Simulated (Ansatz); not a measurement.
## Molecular dynamics of FGeH$_{3}$

input.yaml

```yaml
crystal:
  periodic: [false, false, false]
  atoms:
    - { symbol: Ge, position_ang: [0.279561, -0.032125, -0.427836] }
    - { symbol: H, position_ang: [0.621641, -0.194655, 1.267323] }
    - { symbol: H, position_ang: [1.593452, 0.114585, 0.37805] }
    - { symbol: F, position_ang: [-0.672319, 1.428627, -0.346211] }
    - { symbol: H, position_ang: [-0.607733, -1.210333, -0.011827] }
basis:
  gaussian: { orbitals: def2-SVP }
hamiltonian:
  xc: cam_b3lyp
md:
  timestep: 0.5
  n_steps: 200
  ensemble: nve
  temperature: 300.0
  initial_velocities: maxwell_boltzmann
  seed: 11014
```

Command:

```bash
$ ansatz run input.yaml --threads 1 --pin off --max-ram 2048MiB --backend cpu --events-out ev --progress --plain --runs-dir out
```

It starts at the highest image of a converged band, a first-order saddle point between two minima.

Output, in part (one step line in 7, the closing report, with atoms numbered from 0):

```
md step     0: t =     0.00 fs  T =   300.0 K  F+E_penalty+E_count = -59275.07658711 eV  E_kin = 0.116334 eV  conserved = -59274.96025311 eV  (24 SCF iters)
md step     7: t =     3.50 fs  T =   227.6 K  F+E_penalty+E_count = -59275.04832419 eV  E_kin = 0.088243 eV  conserved = -59274.96008146 eV  (25 SCF iters)
md step    14: t =     7.00 fs  T =   248.0 K  F+E_penalty+E_count = -59275.05615705 eV  E_kin = 0.096158 eV  conserved = -59274.95999935 eV  (27 SCF iters)
md step    21: t =    10.50 fs  T =   662.1 K  F+E_penalty+E_count = -59275.21620863 eV  E_kin = 0.256733 eV  conserved = -59274.95947563 eV  (27 SCF iters)
md step    28: t =    14.00 fs  T =  2399.7 K  F+E_penalty+E_count = -59275.89021983 eV  E_kin = 0.930541 eV  conserved = -59274.95967844 eV  (26 SCF iters)
md step    35: t =    17.50 fs  T =  5145.5 K  F+E_penalty+E_count = -59276.95752257 eV  E_kin = 1.995307 eV  conserved = -59274.96221516 eV  (25 SCF iters)
md step    42: t =    21.00 fs  T =  5953.6 K  F+E_penalty+E_count = -59277.27079038 eV  E_kin = 2.308700 eV  conserved = -59274.96209003 eV  (25 SCF iters)
md step    49: t =    24.50 fs  T =  4975.8 K  F+E_penalty+E_count = -59276.89166863 eV  E_kin = 1.929532 eV  conserved = -59274.96213624 eV  (25 SCF iters)
md step    56: t =    28.00 fs  T =  2673.0 K  F+E_penalty+E_count = -59275.99769495 eV  E_kin = 1.036546 eV  conserved = -59274.96114893 eV  (25 SCF iters)
md step    63: t =    31.50 fs  T =  1097.1 K  F+E_penalty+E_count = -59275.38426698 eV  E_kin = 0.425453 eV  conserved = -59274.95881447 eV  (25 SCF iters)
md step    70: t =    35.00 fs  T =  3618.5 K  F+E_penalty+E_count = -59276.36526058 eV  E_kin = 1.403181 eV  conserved = -59274.96207977 eV  (25 SCF iters)
md step    77: t =    38.50 fs  T =  5468.0 K  F+E_penalty+E_count = -59277.08341162 eV  E_kin = 2.120388 eV  conserved = -59274.96302376 eV  (25 SCF iters)
md step    84: t =    42.00 fs  T =  4381.3 K  F+E_penalty+E_count = -59276.65996142 eV  E_kin = 1.698963 eV  conserved = -59274.96099853 eV  (25 SCF iters)
md step    91: t =    45.50 fs  T =  3302.5 K  F+E_penalty+E_count = -59276.24197313 eV  E_kin = 1.280646 eV  conserved = -59274.96132673 eV  (25 SCF iters)
md step    98: t =    49.00 fs  T =  1960.7 K  F+E_penalty+E_count = -59275.72149535 eV  E_kin = 0.760315 eV  conserved = -59274.96117993 eV  (26 SCF iters)
md step   105: t =    52.50 fs  T =  1733.7 K  F+E_penalty+E_count = -59275.63128563 eV  E_kin = 0.672302 eV  conserved = -59274.95898370 eV  (26 SCF iters)
md step   112: t =    56.00 fs  T =  4156.1 K  F+E_penalty+E_count = -59276.57465574 eV  E_kin = 1.611656 eV  conserved = -59274.96299994 eV  (25 SCF iters)
md step   119: t =    59.50 fs  T =  4380.7 K  F+E_penalty+E_count = -59276.65964916 eV  E_kin = 1.698733 eV  conserved = -59274.96091662 eV  (25 SCF iters)
md step   126: t =    63.00 fs  T =  4910.4 K  F+E_penalty+E_count = -59276.86632528 eV  E_kin = 1.904141 eV  conserved = -59274.96218437 eV  (23 SCF iters)
md step   133: t =    66.50 fs  T =  3765.2 K  F+E_penalty+E_count = -59276.42336519 eV  E_kin = 1.460083 eV  conserved = -59274.96328255 eV  (24 SCF iters)
md step   140: t =    70.00 fs  T =  1287.7 K  F+E_penalty+E_count = -59275.45788365 eV  E_kin = 0.499334 eV  conserved = -59274.95854967 eV  (25 SCF iters)
md step   147: t =    73.50 fs  T =  2803.0 K  F+E_penalty+E_count = -59276.04877405 eV  E_kin = 1.086942 eV  conserved = -59274.96183188 eV  (25 SCF iters)
md step   154: t =    77.00 fs  T =  4206.5 K  F+E_penalty+E_count = -59276.59236550 eV  E_kin = 1.631194 eV  conserved = -59274.96117120 eV  (25 SCF iters)
md step   161: t =    80.50 fs  T =  5666.9 K  F+E_penalty+E_count = -59277.15957008 eV  E_kin = 2.197528 eV  conserved = -59274.96204180 eV  (25 SCF iters)
md step   168: t =    84.00 fs  T =  5357.4 K  F+E_penalty+E_count = -59277.04056793 eV  E_kin = 2.077506 eV  conserved = -59274.96306147 eV  (25 SCF iters)
md step   175: t =    87.50 fs  T =  2225.0 K  F+E_penalty+E_count = -59275.82227707 eV  E_kin = 0.862806 eV  conserved = -59274.95947094 eV  (26 SCF iters)
md step   182: t =    91.00 fs  T =   732.2 K  F+E_penalty+E_count = -59275.24374305 eV  E_kin = 0.283945 eV  conserved = -59274.95979771 eV  (27 SCF iters)
md step   189: t =    94.50 fs  T =  1235.9 K  F+E_penalty+E_count = -59275.43908463 eV  E_kin = 0.479257 eV  conserved = -59274.95982730 eV  (26 SCF iters)
md step   196: t =    98.00 fs  T =  3300.2 K  F+E_penalty+E_count = -59276.24062474 eV  E_kin = 1.279750 eV  conserved = -59274.96087469 eV  (26 SCF iters)
md step   200: t =   100.00 fs  T =  4498.6 K  F+E_penalty+E_count = -59276.70607061 eV  E_kin = 1.744475 eV  conserved = -59274.96159521 eV  (24 SCF iters)
Total energy: -59276.70616875 eV, -2178.3787725069 hartree
Atom 0 at     0.276958    -0.024864    -0.348424 Å, force     0.405946    -1.799673    -0.708106 eV/Å
Atom 1 at     0.865133    -1.031681     0.754203 Å, force    -0.514979     1.198111     0.284177 eV/Å
Atom 2 at     1.510345     0.702850    -0.938474 Å, force     0.064076    -0.800110    -0.389967 eV/Å
Atom 3 at    -0.655806     1.400197    -0.506182 Å, force    -0.914799     1.250046     1.207265 eV/Å
Atom 4 at    -0.891775    -0.948876    -0.889042 Å, force     0.959756     0.151625    -0.393368 eV/Å
Dipole moment:     0.227829    -0.296213     0.093591 e Å
```

All steps were run. The conserved energy stayed within 0.74 meV per atom of its start (net change -0.27 meV per atom), so the integration is sound. The kinetic energy rose, since the run started high on the potential surface and went downhill. A run of 0.1 ps of so small a system gives no equilibrium averages. The orbitals stay closed-shell, which can raise the energy where a bond breaks towards radicals; this wasn't checked here.

Between its relaxed ends the band would form H2–H3 and break Ge1–H2, Ge1–H3. These pairs go: H2–H3 1.35 → 2.51 Å, Ge1–H2 1.74 → 1.60 Å, Ge1–H3 1.55 → 1.55 Å. In the last frame they stand as before the step (other bonds may differ from the relaxed reactants and products). It ends as one piece, FGeH3. Pairs count as bonded within 1.25 times the sum of covalent radii (0.12 Å more for H–H).

Last frame:

```xyz
5
Properties=species:S:1:pos:R:3
Ge 0.277 -0.025 -0.348
H 0.865 -1.032 0.754
H 1.510 0.703 -0.939
F -0.656 1.400 -0.506
H -0.892 -0.949 -0.889
```

Run time: 4.5 min on 1 thread of Arm Neoverse V2, on a shared host, peak memory 0.12 GiB.
